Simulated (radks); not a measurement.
Spherical quantum dot in the effective-mass picture: electrons in a hard-walled sphere of radius 2.11, all in effective atomic units (hartree* = m*/eps^2 hartree, bohr* = eps/m* bohr), one dielectric constant everywhere. Method: non-relativistic Kohn-Sham, PBE, spin-polarised, spherical densities; computed with a radial shooting solver with Libxc functionals. Levels are named by radial order and angular momentum (1s, 1p, 1d, 2s, ...), and open shells are averaged over m.

N = 18, configuration 1s2 1p6 1d10. This is the lowest configuration that the search found. Occupied and some empty levels:

level  occupation  eigenvalue (hartree*)  <r> (bohr*)
1s              2                 12.479        1.289
1p              6                 13.228        1.390
1d             10                 14.391        1.462
1f              0                 15.911        1.516
2s              0                 15.998       0.9780
2p              0                 18.082        1.113

Energy (hartree*): total 147.946, kinetic 56.770, external 0, Hartree 104.25, exchange-correlation -13.071.

Electron density:

r (bohr*)  n(r) (e/bohr*^3)
0.111               0.08892
0.216                0.1015
0.321                0.1246
0.426                0.1609
0.531                0.2133
0.636                0.2842
0.741                0.3743
0.846                0.4816
0.952                0.6000
1.06                 0.7195
1.16                 0.8235
1.27                 0.8941
1.37                 0.9121
1.48                 0.8627
1.58                 0.7415
1.69                 0.5610
1.79                 0.3524
1.90                 0.1668
2.00                0.04266
2.11             0.00008885
